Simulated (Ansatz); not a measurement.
A single point on CH₅AlOS, SMILES `C[S][AlH][OH]`.

```yaml
crystal:
  periodic: [false, false, false]
  atoms:
    - {symbol: C, position_ang: [-0.008787, 1.006634, -1.461057]}
    - {symbol: S, position_ang: [0.173520, 1.152442, 0.347275]}
    - {symbol: Al, position_ang: [-0.011282, -0.933488, 0.924982]}
    - {symbol: O, position_ang: [0.085625, -1.396872, 2.547620]}
    - {symbol: H, position_ang: [-0.143213, -0.029744, -1.772745]}
    - {symbol: H, position_ang: [-0.875415, 1.586824, -1.774651]}
    - {symbol: H, position_ang: [0.885573, 1.406830, -1.936228]}
    - {symbol: H, position_ang: [-0.239697, -2.039658, -0.172429]}
    - {symbol: H, position_ang: [0.222177, -0.799368, 3.280234]}
basis:
  gaussian: {orbitals: def2-TZVPP}
hamiltonian: {xc: pbe}
correlation: {method: rpa}
```

```sh
$ ansatz run in.yaml --threads 2 --pin off --events-out ev --progress --plain --max-ram 4352MiB
```

Output, abridged:

```
Functional definition: PBE
1267 factors; integrals over basis functions are off by at most 1.2e-3 eV
mean field evaluation 1: about -20576.2625 eV, gradient 8.5e1 eV
mean field evaluation 2: about -20576.2554 eV, gradient 8.5e1 eV
mean field evaluation 4: about -20586.3490 eV, gradient 4.0e1 eV
mean field evaluation 8: about -20590.1594 eV, gradient 4.4e-1 eV
mean field evaluation 16: about -20590.1590 eV, gradient 7.1e-4 eV
mean field -20590.15899375 eV, -756.6743865093 hartree, gradient 6.1e-6 eV, S^2 0.000000; 0 other end points of the search recorded, 0 dependent functions left out
12 core orbitals not correlated: weight in the atoms' cores, before any rotation towards them, 1.000 or more for the frozen orbitals, at most 0.000 for the correlated occupied ones
reference -20550.32079321 eV, -755.2103596426 hartree; 12, 12 occupied and 192, 192 virtual orbitals, 1267 factors
Total energy: -20580.78196912 eV, -756.3297872101 hartree
```

Hardware: 2 threads of an Arm Neoverse V1 on a shared host. Wall time 8 s, peak host memory 0.45 GiB.
